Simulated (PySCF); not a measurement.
Structure problem from calculated spectra and properties.

Formula: C2H10ClPSi2.

- NMR, other nuclei: isotropic shieldings of nuclei other than C and H, by class: 435 (1 Si), 440 (1 Si), 613 (1 P), 979 (1 Cl) ppm [GIAO HF/pcSseg-1]
- 1H NMR: chemical shifts (computed TMS as zero) by class: 3.82 (1 H), 3.73 (1 H), 3.63 (1 H), 3.02 (1 H), 2.74 (1 H), 1.32 (2 H), 0.56 (3 H) ppm [GIAO HF/pcSseg-1]
- UV, first state: lowest singlet excitation: 6.18 eV (201 nm, f = 0.070) [TDDFT CAM-B3LYP/def2-SVPD]
- Rotational structure: rotational constants A, B, C: 2.697, 0.684, 0.578 GHz [PBE0-D3(BJ)/def2-SVP]
- Valence photoelectron: vertical ionisation energy: 9.03 eV [ΔSCF CAM-B3LYP/def2-SVPD]
- 13C NMR: chemical shifts (computed TMS as zero) by class: 27.4 (1 C), -4.1 (1 C) ppm [GIAO HF/pcSseg-1]

Electronic properties: PySCF, gas phase, density fitting. Levels stand in brackets. Geometry: PBE0-D3(BJ)/def2-SVP, one conformer, isolated molecule. NMR values are class means; diastereotopic atoms form classes of their own.

Task: Give a SMILES that accounts for the data.

Result: Numbering: `[CH3:1][Si@@H:2]([PH2:3])[SiH2:4][CH2:5][Cl:6]`. 2 carbons fall into 2 classes; from least to most shielded: sp3 C–Cl carbon [C5] (27.4 ppm), Si-methyl carbon [C1] (-4.1 ppm). Hydrogen classes from least to most shielded: 1 H on an SiH silicon, Si2 (3.82 ppm), 1 H on an SiH2 silicon, Si4 (3.73 ppm), 1 H on an SiH2 silicon, Si4 (3.63 ppm), 1 H on an sp3 C–Cl carbon, C5 (3.02 ppm), 1 H on an sp3 C–Cl carbon, C5 (2.74 ppm), 2 H on a three-coordinate phosphorus, P3 (1.32 ppm), 3 H on an Si-methyl carbon, C1 (0.56 ppm, a mean of values up to 0.8 ppm apart in this geometry). The other shieldings belong to: 435 ppm, SiH silicon [Si2]; 440 ppm, SiH2 silicon [Si4]; 613 ppm, three-coordinate phosphorus [P3]; 979 ppm, alkyl chlorine [Cl6]. The first electron is taken from the HOMO, whose largest Löwdin shares are 0.50 on the three-coordinate phosphorus, 0.17 on the SiH silicon, 0.12 on the SiH2 silicon and 0.05 on a P–H hydrogen. The optimised geometry has point group C1 and is an asymmetric top. Structure: `[SiH2](CCl)[Si@@H](C)P`. The assignments are read from this structure; whether some other isomer fits the data as well wasn't checked. The mirror image fits equally.

The values belong to the conformer `[CH3:1][Si@@H:2]([PH2:3])[SiH2:4][CH2:5][Cl:6]`: C1–Si2–Si4–C5 76°, Si2–Si4–C5–Cl6 -54°, H–P3–Si2–C1 169°, H–P3–Si2–C1 76°.
